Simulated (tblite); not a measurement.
`C#C/C(Cl)=C\C(N)=O`. Computed geometry: GFN2-xTB, gas phase.

```
atom  x, y, z in Å
C1    -2.6672   -1.1913    0.2754
C2    -1.8762   -0.3573   -0.0758
C3    -1.0595    0.6866   -0.5410
Cl4   -1.9223    1.9437   -1.3728
C5     0.2690    0.7613   -0.3882
C6     1.0436   -0.2855    0.3120
N7     2.3775   -0.0270    0.3588
O8     0.5670   -1.2853    0.8050
H9    -3.3008   -1.9571    0.6118
H10    0.8068    1.6089   -0.7840
H11    2.7873    0.7949   -0.0451
H12    2.9759   -0.6926    0.8178
```

**Question.** What is the longest distance between nuclei?

**Answer.** H9···H11, 6.71 Å; the next longest distance is 6.41 Å.

**Question.** Work out the bond lengths C3–Cl4, C3=C5, C5–C6, C5–H10, C6=O8 in pm.

**Answer.** For C3–Cl4 the difference vector is (-0.8628, 1.2571, -0.8318) Å, of length 1.7368 Å. C3–Cl4 173.7; C3=C5 133.9; C5–C6 147.9; C5–H10 107.9; C6=O8 121.2 pm.

**Question.** Where is the centre of mass (commonest isotopes), and what is the radius of gyration?

**Answer.** Mass 128.998 u; centre at (-0.566, 0.327, -0.268) Å; Rg = √(Σ m r²/M) = 2.189 Å. As Ia + Ib + Ic = 2 Σ m r², the three principal moments sum to 1236.1 u·Å².

**Question.** How far are the heavy atoms from their best plane (unweighted least squares)?

**Answer.** 0.001 Å rms; none is more than 0.002 Å off.

**Question.** What are the angles Cl4–C3–C5, C5–C6–N7, C5–C6–O8, C6–N7–H12, H11–N7–H12?

**Answer.** From the scalar product of the two bond vectors; for Cl4–C3–C5 it is -1.1794 Å² over 1.7368 × 1.3393 Å², cos θ = -0.5070. Cl4–C3–C5 120.5°; C5–C6–N7 113.3°; C5–C6–O8 124.8°; C6–N7–H12 118.3°; H11–N7–H12 118.9°.

Its GFN2-xTB frequencies are all real (lowest 45 cm⁻¹). One conformer, not necessarily the lowest. 3 starts were optimised and ended at 0.00, 0.01 and 0.51 kcal/mol (GFN2-xTB); the lowest of these is shown.

On one thread of an Arm Neoverse V2, shared host with 96 logical CPUs at a one-minute load of 38, this took 0.13 s wall. These figures are those of the optimisation.
